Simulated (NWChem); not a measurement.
Molecule: NH₃Se; SMILES N[SeH]

```xyz
5

Se     0.0519    -0.3815     0.0000
H     -1.4083    -0.6394     0.0000
N      0.0836     1.4582     0.0000
H     -0.3613     1.8309     0.8274
H     -0.3613     1.8309    -0.8274
```
Atoms are numbered in this order, from 1.

Level: PBE0-D3(BJ)/def2-TZVP (NWChem), optimised geometry, unscaled harmonic frequencies. This build's default masses of Se (78.918 u) and Br (79.917 u) are each other's, which moves their modes by up to 0.6 %.

```
frequency (cm⁻¹)  IR intensity (km/mol)
----------------  ---------------------
478                                11.2
591                                88.5
799                                28.3
895                                34.9
1056                                2.1
1595                               19.8
2345                               59.1
3544                                7.2
3649                               26.7
```

```
Item                                                                               Result
-----------------------------------------------------------------------  ----------------
zero-point energy                                                           21.4 kcal/mol
thermal correction to the enthalpy at 298.15 K (with zero-point energy)     24.1 kcal/mol
heat capacity Cv                                                          9.8 cal/(mol K)
entropy at 298.15 K and 1 atm (symmetry number 1)                        61.9 cal/(mol K)
dipole moment                                                                      1.97 D
```

Rigid rotor and harmonic oscillator.
